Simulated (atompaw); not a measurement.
Varying the PAW (atompaw) potential for magnesium

Base potential:

| Quantity | Value |
| --- | --- |
| Element | magnesium (Mg) |
| Generator | atompaw 4.2.0.5 |
| Type | PAW |
| Functional | LDA (PW92) |
| Relativity | scalar-relativistic |
| Frozen core | [He] |
| Valence charge | 10 |
| Reference configuration | 2s2 2p6 3s0 3p0 (charge +2) |
| Partial waves | 2s (bound): rc 0.90 bohr; 3s (bound, empty): rc 1.45 bohr; 2p (bound): rc 0.90 bohr; 3p (bound, empty): rc 1.40 bohr; 3d channel at 0.45 Ry: rc 1.45 bohr |
| Local potential | troulliermartins scheme with l = 3 at -0.5 Ry, radius 1.10 bohr |
| Core correction | smooth core density matched at 0.80 bohr |
| Augmentation charge | gaussian compensation charge, radius 1.35 bohr; PAW radius 1.45 bohr; waves and projectors: custom polynom vanderbiltortho |

All-electron outer shells of the reference configuration (LDA (PW92), scalar-relativistic, ld1.x):

```tsv
shell	level (eV)	outermost node (bohr)	outermost maximum (bohr)
2s	-99.46	0.18	0.55
2p	-66.84	–	0.47
3s	-17.93	0.89	2.12
3p	-12.60	0.91	2.50
```

Cutoffs, loose and tight: the cutoffs (Ry, on a coarse ladder) from which the occupation-weighted sum of valence levels, in a spherical-Bessel basis at the reference potential, stays within 10 and 1 mRy of its value at 400 Ry. They see the waves, projectors and local potential, not the compensation charge or the core. A dash means not determined.

```csv
change,outcome,"cutoff, loose","cutoff, tight",bound ghosts
base,generated,140 Ry,180 Ry,none
"all radii scaled by about 0.78 (s 0.70, p 0.70, d 1.14 bohr); local potential troulliermartins scheme with l = 3 at -0.5 Ry, radius 0.86 bohr; augmentation gaussian compensation charge, radius 1.06 bohr; PAW radius 1.14 bohr; waves and projectors: custom polynom vanderbiltortho; core correction smooth core density matched at 0.62 bohr",generated,160 Ry,300 Ry,none
"all radii scaled by about 1.13 (s 1.02, p 1.02, d 1.64 bohr); local potential troulliermartins scheme with l = 3 at -0.5 Ry, radius 1.24 bohr; augmentation gaussian compensation charge, radius 1.52 bohr; PAW radius 1.64 bohr; waves and projectors: custom polynom vanderbiltortho; core correction smooth core density matched at 0.90 bohr",generated,100 Ry,140 Ry,none
"all radii scaled by about 1.18 (s 1.06, p 1.06, d 1.70 bohr); local potential troulliermartins scheme with l = 3 at -0.5 Ry, radius 1.28 bohr; augmentation gaussian compensation charge, radius 1.58 bohr; PAW radius 1.70 bohr; waves and projectors: custom polynom vanderbiltortho; core correction smooth core density matched at 0.94 bohr",generated,100 Ry,140 Ry,none
"all radii scaled by about 1.29 (s 1.16, p 1.16, d 1.86 bohr); local potential troulliermartins scheme with l = 3 at -0.5 Ry, radius 1.42 bohr; augmentation gaussian compensation charge, radius 1.74 bohr; PAW radius 1.86 bohr; waves and projectors: custom polynom vanderbiltortho; core correction smooth core density matched at 1.02 bohr",generated,80 Ry,110 Ry,none
```

(1) What comes out with this change to the base: all radii scaled by about 0.92 (s 0.82, p 0.82, d 1.34 bohr); local potential troulliermartins scheme with l = 3 at -0.5 Ry, radius 1.02 bohr; augmentation gaussian compensation charge, radius 1.24 bohr; PAW radius 1.34 bohr; waves and projectors: custom polynom vanderbiltortho; core correction smooth core density matched at 0.74 bohr?

(2) What comes out with this change to the base: all radii scaled by about 0.84 (s 0.76, p 0.76, d 1.22 bohr); local potential troulliermartins scheme with l = 3 at -0.5 Ry, radius 0.92 bohr; augmentation gaussian compensation charge, radius 1.14 bohr; PAW radius 1.22 bohr; waves and projectors: custom polynom vanderbiltortho; core correction smooth core density matched at 0.68 bohr?

Answers

(1) outcome: generated; cutoff, loose: 160 Ry; cutoff, tight: 230 Ry; bound ghosts: none.

(2) outcome: generated; cutoff, loose: 160 Ry; cutoff, tight: 260 Ry; bound ghosts: none.

Reading the sweep of the scale of all radii (base = 1) (base included, trends over the rows without a ghost): The loose cutoff falls from 160 Ry at 0.78 to 80 Ry at 1.29. A larger radius leaves more room for a smooth pseudo-wave, so fewer plane waves are needed; a smaller one forces it to follow the all-electron wave where it bends sharply.
